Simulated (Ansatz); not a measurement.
BClH$_{5}$NOSi, SMILES `NBO[SiH2]Cl`, relaxed with RKS PBE0-D4/def2-TZVP in Ansatz from a PBE-D4/def2-SVP geometry. The force threshold is 0.005 eV/Å; the program also tests the step.

Total charge 0; spin multiplicity 1.

Start:

```xyz
10

N     1.949   -0.394   -0.911
B     0.808   -0.495   -0.101
O    -0.306    0.279   -0.408
Si   -1.718    0.475    0.459
Cl   -1.465    1.948    1.905
H     2.792   -0.940   -0.743
H     2.003    0.240   -1.709
H     0.804   -1.262    0.851
H    -2.764    0.941   -0.501
H    -2.103   -0.794    1.159
```

**Question.** How much energy does the relaxation release, and in how many steps? (Best estimate.)

**Answer.** Computed: 5.97 kJ/mol, in 11 steps, 2 of them rejected.

**Question.** Which bonds change most? (An estimate is asked.)

**Answer.** Ansatz gave: O3–Si4 from 1.669 to 1.628 Å; Si4–Cl5 from 2.079 to 2.052 Å; B2–H8 from 1.222 to 1.201 Å; Si4–H10 from 1.499 to 1.480 Å.

**Question.** Give the relaxed structure. (Estimate.)

**Answer.** Computed: 
```xyz
10

N     1.926   -0.394   -0.910
B     0.812   -0.489   -0.083
O    -0.301    0.272   -0.369
Si   -1.696    0.471    0.446
Cl   -1.473    1.909    1.893
H     2.762   -0.927   -0.755
H     1.961    0.221   -1.706
H     0.822   -1.232    0.861
H    -2.715    0.949   -0.507
H    -2.099   -0.778    1.130
```
